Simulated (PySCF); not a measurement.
## How methods differ on the excitation energy of Ne(2+)

Ne(2+) [He] 2s2 2p4 (3P) → Ne(2+) [He] 2s1 2p4 3d1 (high-spin determinant), as a difference of total energies. All numbers are calculated (PySCF 2.14, the spin-free X2C one-electron Hamiltonian (Gaussian nucleus), in aug-cc-pVQZ-DK). Correlated levels: valence: 1s2 frozen. The calculations carry no spin-orbit coupling.

| method | excitation energy (eV) |
| --- | --- |
| UHF | 72.430 |
| LDA | 71.950 |
| PBE | 71.634 |
| PBE0 | 72.215 |
| r2SCAN | 71.956 |
| wB97M-V | 72.730 |
| r2SCANh | 72.124 |
| BLYP | 71.821 |
| B2PLYP | 72.980 |
| MP2 (valence) | 73.568 |
| SCS-MP2 (valence) | 73.812 |

Question: How much does correlation contribute at MP2 (valence)?

Answer: 73.568 − (72.430) = 1.138 eV, measured against UHF.

The upper state lies above the first ionisation limit, where it may autoionise and the basis confines it. A Rydberg-like electron needs more diffuse functions than a valence basis has.

The promoted electron is Rydberg-like, and one or two diffuse shells describe it only roughly, which tends to raise the upper state.

The determinant of the upper state mixes LS terms, which raises its energy above the lowest term, most at the Hartree-Fock and MP2 levels.
